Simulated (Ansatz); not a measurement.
Calculated with Ansatz (gas phase, PBE0-D4/def2-TZVP geometries, no zero-point term in ΔE). CCSD(T)/CBS is the MP2 limit (def2-TZVPP, def2-QZVPP) plus CCSD(T) − MP2 in def2-TZVPP, frozen cores. This one scheme is used for every species. Functionals use def2-TZVPP. B3LYP here is the variant with VWN-RPA as its local correlation; programs differ in this. HSE06 is defined as in plane-wave codes. One conformer a species, not always the lowest.

`C[O][AlH][Cl]` + `C[NH][AlH][NH2]` → `C[NH][AlH][Cl]` + `C[O][AlH][NH2]`  (redistribution)

| level | ΔE (eV) |
| --- | --- |
| r2SCAN0-D4 | -0.06 |
| HSE06-D4 | -0.06 |
| BHLYP-D4 | -0.05 |
| BLYP | -0.06 |
| B3LYP | -0.06 |
| SCS-MP2/def2-TZVPP | -0.05 |
| CCSD(T)/def2-TZVPP | -0.05 |
| SCS-MP2/def2-QZVPP | -0.05 |

Question: What does CCSD(T)/CBS give? (An estimate is asked.)

Answer: The calculation gave: -0.05 eV. The listed levels differ from it by -0.01, -0.01, 0.00, -0.01, -0.01, 0.00, 0.00, 0.00 eV.

Largest T1 diagnostic among the species: 0.011.

Leaving LDA and LC-ωPBE aside and taking each functional with its dispersion term where it has one, the values, not all of them listed here, spread over 0.01 eV, from B97M-V to BLYP-D4.
